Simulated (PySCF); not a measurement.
H$_{2}$IMgN, singlet, geometry from GFN2-xTB (such geometries of metal compounds can be far from the true shape) (core potentials on I); PBE0/def2-SVP, polarisability by finite fields run with PySCF.

Input for PySCF:
```python
from pyscf import gto, scf, dft

mol = gto.Mole()
mol.atom = '''
    Mg   -1.59482021   -0.29520899    0.44685314
    I     0.77521132    0.25935030   -0.44834935
    N    -2.32107225   -1.10487316    1.98142404
    H    -2.88018502   -1.94380561    1.88499372
    H    -2.82066670   -0.52514064    2.64531571
'''
mol.basis = 'def2-svp'
mol.ecp = {'I': 'def2-svp'}
mol.verbose = 4
mol.build()

mf = dft.RKS(mol)
mf.xc = 'pbe0'
mf.conv_tol = 1e-11
mf.kernel()
h0, z, done = mf.get_hcore(), mol.intor('int1e_r')[2], []
def energy(F):
    f = mf.copy()
    f.scf_summary = {}
    f.get_hcore = lambda *a: h0 + F * z
    e = f.kernel(mf.make_rdm1())
    done.append(f.converged)
    return e
F = 0.02
alpha = -(energy(F) + energy(-F) - 2 * mf.e_tot) / F**2
print('alpha_zz =', alpha)
```

Question: Write the output that PySCF gives for this input, abridged.

Answer: 
```
PySCF version 2.14.0

[INPUT] verbose = 4
[INPUT] num. atoms = 5
[INPUT] num. electrons = 46
[INPUT] charge = 0
[INPUT] spin (= nelec alpha-beta = 2S) = 0
[INPUT] symmetry False subgroup None
[INPUT] Mole.unit = angstrom
[INPUT] Symbol           X                Y                Z      unit          X                Y                Z       unit  Magmom
[INPUT]  1 Mg    -1.594820210000  -0.295208990000   0.446853140000 AA   -3.013773414821  -0.557864140609   0.844430052502 Bohr   0.0
[INPUT]  2 I      0.775211320000   0.259350300000  -0.448349350000 AA    1.464937083463   0.490101037324  -0.847257479627 Bohr   0.0
[INPUT]  3 N     -2.321072250000  -1.104873160000   1.981424040000 AA   -4.386190867828  -2.087907674783   3.744348772229 Bohr   0.0
[INPUT]  4 H     -2.880185020000  -1.943805610000   1.884993720000 AA   -5.442760875875  -3.673260242293   3.562121877325 Bohr   0.0
[INPUT]  5 H     -2.820666700000  -0.525140640000   2.645315710000 AA   -5.330287551681  -0.992371986479   4.998922204909 Bohr   0.0

nuclear repulsion = 125.205445981636
number of shells = 30
number of NR pGTOs = 135
number of NR cGTOs = 68
basis = def2-svp
ecp = {'I': 'def2-svp'}

******** <class 'pyscf.dft.rks.RKS'> ********
method = RKS
initial guess = minao
damping factor = 0
level_shift factor = 0
DIIS = <class 'pyscf.scf.diis.CDIIS'>
diis_start_cycle = 1
diis_space = 8
diis_damp = 0
SCF conv_tol = 1e-11
SCF conv_tol_grad = None
SCF max_cycles = 50
direct_scf = True
direct_scf_tol = 1e-13
XC library pyscf.dft.libxc version 7.1.2
    S. Lehtola, C. Steigemann, M. J. T. Oliveira, and M. A. L. Marques,  SoftwareX 7, 1–5 (2018)
XC functionals = pbe0
    C. Adamo and V. Barone,  J. Chem. Phys. 110, 6158 (1999)
    M. Ernzerhof and G. E. Scuseria,  J. Chem. Phys. 110, 5029 (1999)
radial grids:
    Treutler-Ahlrichs [JCP 102, 346 (1995); DOI:10.1063/1.469408] (M4) radial grids

becke partition: Becke, JCP 88, 2547 (1988); DOI:10.1063/1.454033
pruning grids: <function nwchem_prune>
grids dens level: 3
symmetrized grids: False
atomic radii adjust function: <function treutler_atomic_radii_adjust>
small_rho_cutoff = 0
Set gradient conv threshold to 3.16228e-06
Initial guess from minao.
tot grids = 74056
init E= -522.320544472224
  HOMO = -0.545138068768373  LUMO = -0.529194208320624  gap/eV = 0.43385
cycle= 1 E= -551.014721801419  delta_E= -28.7  |g|=  3.2  |ddm|= 9.26
  HOMO = -0.0736007374160804  LUMO = -0.0630441559526482  gap/eV = 0.28726
cycle= 2 E= -538.888981761549  delta_E= 12.1  |g|= 4.33  |ddm|= 12.6
  HOMO = -0.0706025899036864  LUMO = -0.0503484220592289  gap/eV = 0.55114
cycle= 3 E= -546.601550214626  delta_E= -7.71  |g|=  3.6  |ddm|= 11.9
  HOMO = -0.245973626449995  LUMO = -0.083896456647345  gap/eV = 4.41034
cycle= 4 E= -553.35761500999  delta_E= -6.76  |g|= 0.718  |ddm|= 5.56
  HOMO = -0.152764466650561  LUMO = -0.0839729146220733  gap/eV = 1.87191
cycle= 5 E= -553.312308025244  delta_E= 0.0453  |g|= 0.809  |ddm|=  2.2
  HOMO = -0.240882416728588  LUMO = -0.0678277163306618  gap/eV = 4.70906
cycle= 6 E= -553.538602648313  delta_E= -0.226  |g|= 0.0611  |ddm|= 1.21
  HOMO = -0.249114351775921  LUMO = -0.0785856008644856  gap/eV = 4.64032
cycle= 7 E= -553.539570090147  delta_E= -0.000967  |g|= 0.0326  |ddm|= 0.153
  HOMO = -0.246943100051819  LUMO = -0.0753035004310831  gap/eV = 4.67055
cycle= 8 E= -553.540009126253  delta_E= -0.000439  |g|= 0.00507  |ddm|= 0.0513
  HOMO = -0.247326958349823  LUMO = -0.0747714045496508  gap/eV = 4.69548
cycle= 9 E= -553.540016351209  delta_E= -7.22e-06  |g|= 0.00122  |ddm|= 0.00628
  HOMO = -0.247488218399591  LUMO = -0.0747399947632772  gap/eV = 4.70072
cycle= 10 E= -553.540016742645  delta_E= -3.91e-07  |g|= 0.000404  |ddm|= 0.00152
  HOMO = -0.247609813590028  LUMO = -0.0747454142900779  gap/eV = 4.70388
cycle= 11 E= -553.540016799806  delta_E= -5.72e-08  |g|= 8.09e-05  |ddm|= 0.000725
  HOMO = -0.247586932243376  LUMO = -0.0747362227649049  gap/eV = 4.70351
cycle= 12 E= -553.540016802416  delta_E= -2.61e-09  |g|= 1.25e-05  |ddm|= 0.000151
  HOMO = -0.247584754156627  LUMO = -0.0747359379631476  gap/eV = 4.70346
cycle= 13 E= -553.540016802485  delta_E= -6.88e-11  |g|= 3.91e-06  |ddm|= 2.72e-05
  HOMO = -0.247584551313219  LUMO = -0.0747361707675296  gap/eV = 4.70344
cycle= 14 E= -553.540016802489  delta_E= -4.09e-12  |g|= 2.06e-06  |ddm|= 8.85e-06
  HOMO = -0.247585244437393  LUMO = -0.0747360845193086  gap/eV = 4.70347
Extra cycle  E= -553.540016802489  delta_E= 5.68e-13  |g|= 2.88e-06  |ddm|= 5.27e-06
converged SCF energy = -553.540016802489

******** <class 'pyscf.dft.rks.RKS'> ********
method = RKS
initial guess = minao
damping factor = 0
level_shift factor = 0
DIIS = <class 'pyscf.scf.diis.CDIIS'>
diis_start_cycle = 1
diis_space = 8
diis_damp = 0
SCF conv_tol = 1e-11
SCF conv_tol_grad = None
SCF max_cycles = 50
direct_scf = True
direct_scf_tol = 1e-13
XC library pyscf.dft.libxc version 7.1.2
    S. Lehtola, C. Steigemann, M. J. T. Oliveira, and M. A. L. Marques,  SoftwareX 7, 1–5 (2018)
XC functionals = pbe0
    C. Adamo and V. Barone,  J. Chem. Phys. 110, 6158 (1999)
    M. Ernzerhof and G. E. Scuseria,  J. Chem. Phys. 110, 5029 (1999)
radial grids:
    Treutler-Ahlrichs [JCP 102, 346 (1995); DOI:10.1063/1.469408] (M4) radial grids

becke partition: Becke, JCP 88, 2547 (1988); DOI:10.1063/1.454033
pruning grids: <function nwchem_prune>
grids dens level: 3
symmetrized grids: False
atomic radii adjust function: <function treutler_atomic_radii_adjust>
small_rho_cutoff = 0
Overwritten attributes  get_hcore  of <class 'pyscf.dft.rks.RKS'>
Set gradient conv threshold to 3.16228e-06
init E= -553.060887575892
  HOMO = -0.181318854260311  LUMO = -0.0862945406867013  gap/eV = 2.58574
cycle= 1 E= -553.063620313866  delta_E= -0.00273  |g|= 0.171  |ddm|= 0.587
  HOMO = -0.260184013830595  LUMO = -0.0851136733272142  gap/eV = 4.76391
cycle= 2 E= -553.043187329393  delta_E= 0.0204  |g|= 0.339  |ddm|= 0.534
  HOMO = -0.21266424862602  LUMO = -0.082749671529001  gap/eV = 3.53516
cycle= 3 E= -553.072979698291  delta_E= -0.0298  |g|= 0.0262  |ddm|= 0.296
  HOMO = -0.210747858258017  LUMO = -0.0840868241182449  gap/eV = 3.44662
cycle= 4 E= -553.07325045773  delta_E= -0.000271  |g|= 0.00519  |ddm|= 0.0396
  HOMO = -0.209944475927401  LUMO = -0.0840733547569954  gap/eV = 3.42513
cycle= 5 E= -553.073259385747  delta_E= -8.93e-06  |g|= 0.00126  |ddm|= 0.00843
  HOMO = -0.210105786925944  LUMO = -0.0840165921870266  gap/eV = 3.43106
cycle= 6 E= -553.073259867399  delta_E= -4.82e-07  |g|= 0.000292  |ddm|= 0.00167
  HOMO = -0.210169851133081  LUMO = -0.0840306429488322  gap/eV = 3.43242
cycle= 7 E= -553.073259892742  delta_E= -2.53e-08  |g|= 6.47e-05  |ddm|= 0.000437
  HOMO = -0.210171153633517  LUMO = -0.0840278170661861  gap/eV = 3.43254
cycle= 8 E= -553.073259894399  delta_E= -1.66e-09  |g|= 1.05e-05  |ddm|= 0.000119
  HOMO = -0.210170286849689  LUMO = -0.0840282394942093  gap/eV = 3.43250
cycle= 9 E= -553.073259894445  delta_E= -4.52e-11  |g|= 2.03e-06  |ddm|= 2.15e-05
  HOMO = -0.210170084266494  LUMO = -0.0840283514446796  gap/eV = 3.43249
cycle= 10 E= -553.073259894447  delta_E= -1.93e-12  |g|= 5.86e-07  |ddm|= 4.34e-06
  HOMO = -0.210170102846284  LUMO = -0.0840282869919093  gap/eV = 3.43249
Extra cycle  E= -553.073259894446  delta_E= 2.27e-13  |g|= 5.33e-07  |ddm|= 1.67e-06
converged SCF energy = -553.073259894446

******** <class 'pyscf.dft.rks.RKS'> ********
method = RKS
initial guess = minao
damping factor = 0
level_shift factor = 0
DIIS = <class 'pyscf.scf.diis.CDIIS'>
diis_start_cycle = 1
diis_space = 8
diis_damp = 0
SCF conv_tol = 1e-11
SCF conv_tol_grad = None
SCF max_cycles = 50
direct_scf = True
direct_scf_tol = 1e-13
XC library pyscf.dft.libxc version 7.1.2
    S. Lehtola, C. Steigemann, M. J. T. Oliveira, and M. A. L. Marques,  SoftwareX 7, 1–5 (2018)
XC functionals = pbe0
    C. Adamo and V. Barone,  J. Chem. Phys. 110, 6158 (1999)
    M. Ernzerhof and G. E. Scuseria,  J. Chem. Phys. 110, 5029 (1999)
radial grids:
    Treutler-Ahlrichs [JCP 102, 346 (1995); DOI:10.1063/1.469408] (M4) radial grids

becke partition: Becke, JCP 88, 2547 (1988); DOI:10.1063/1.454033
pruning grids: <function nwchem_prune>
grids dens level: 3
symmetrized grids: False
atomic radii adjust function: <function treutler_atomic_radii_adjust>
small_rho_cutoff = 0
Set gradient conv threshold to 3.16228e-06
init E= -554.019146029081
  HOMO = -0.246567450151883  LUMO = -0.0869362796128001  gap/eV = 4.34379
cycle= 1 E= -554.027181558514  delta_E= -0.00804  |g|= 0.0951  |ddm|= 0.497
  HOMO = -0.261427902235683  LUMO = -0.0801761580719003  gap/eV = 4.93211
cycle= 2 E= -554.0266606215  delta_E= 0.000521  |g|= 0.114  |ddm|= 0.259
  HOMO = -0.256042325314345  LUMO = -0.0838606314070773  gap/eV = 4.68530
cycle= 3 E= -554.030339380743  delta_E= -0.00368  |g|= 0.0224  |ddm|= 0.131
  HOMO = -0.255750969324937  LUMO = -0.0834455434901713  gap/eV = 4.68867
cycle= 4 E= -554.030464480556  delta_E= -0.000125  |g|= 0.00258  |ddm|= 0.0226
  HOMO = -0.256040726818295  LUMO = -0.0833177684453972  gap/eV = 4.70003
cycle= 5 E= -554.03046622326  delta_E= -1.74e-06  |g|= 0.000944  |ddm|= 0.00481
  HOMO = -0.255902390261458  LUMO = -0.0833554457387962  gap/eV = 4.69524
cycle= 6 E= -554.030466570738  delta_E= -3.47e-07  |g|= 0.000217  |ddm|= 0.00209
  HOMO = -0.255935196973781  LUMO = -0.0833499950698524  gap/eV = 4.69628
cycle= 7 E= -554.030466590653  delta_E= -1.99e-08  |g|= 2.94e-05  |ddm|= 0.000377
  HOMO = -0.255938352986079  LUMO = -0.0833495108003106  gap/eV = 4.69638
cycle= 8 E= -554.030466591074  delta_E= -4.21e-10  |g|= 4.12e-06  |ddm|= 7.48e-05
  HOMO = -0.25593710580887  LUMO = -0.0833494233998238  gap/eV = 4.69635
cycle= 9 E= -554.030466591084  delta_E= -1e-11  |g|= 1.37e-06  |ddm|= 1.17e-05
  HOMO = -0.255937271116659  LUMO = -0.0833495419339627  gap/eV = 4.69635
cycle= 10 E= -554.030466591083  delta_E= 9.09e-13  |g|= 2.74e-07  |ddm|= 2.53e-06
  HOMO = -0.255937267334362  LUMO = -0.0833495115365537  gap/eV = 4.69635
Extra cycle  E= -554.030466591087  delta_E= -3.75e-12  |g|= 2.4e-07  |ddm|= 9.01e-07
converged SCF energy = -554.030466591087
alpha_zz = 59.232201389249894
```
